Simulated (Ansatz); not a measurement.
Coupled-cluster diagnostics for the cluster Hf2Te3, Ansatz.

Geometry of the singlet (PBE0-D4/def2-SVP):

```xyz
5

Hf   -0.0304   -0.0863   -1.4300
Hf    0.1154   -1.0891    0.9252
Te   -2.3106   -1.2885   -0.4074
Te   -0.1150    1.7918    0.7674
Te    2.3406    0.6721    0.1448
```

In the def2 sets Hf, Te take a core potential; there is no spin–orbit coupling. Correlated methods freeze 12 core orbitals; core or outer-core shells of Hf, Te are correlated, in sets that lack core-valence functions. Another isomer (singlet) lies 2.38 eV lower at PBE0-D4/def2-TZVP; other spin states weren't run for this one.

Question: Estimate the CCSD(T) correlation energy, the shares of MP2 and (T), T1 and the reference's ⟨S²⟩ for: charge 0, singlet, own geometry in def2-SVP; and the rough time on 4 threads of Intel Xeon Platinum 8488C on a shared host.

Answer: 
```json
{"state": "charge 0, singlet, own geometry", "basis": "def2-SVP", "correlation (eV)": "-23.992", "MP2 share (%)": "100.1", "(T) share (%)": "6.2", "T1": "0.025", "⟨S²⟩ (pure)": "0.00 (0.00)", "wall time": "68 s", "remarks": "restricted SCF unstable"}
```
Customary marks for T1 are 0.02 (closed shells), 0.045 (open shells) and about 0.05 (3d metals). T1 exceeds 0.02 in 1 of 1 rows and 0.045 in 0; the higher it lies, the less the single-reference result can be trusted.
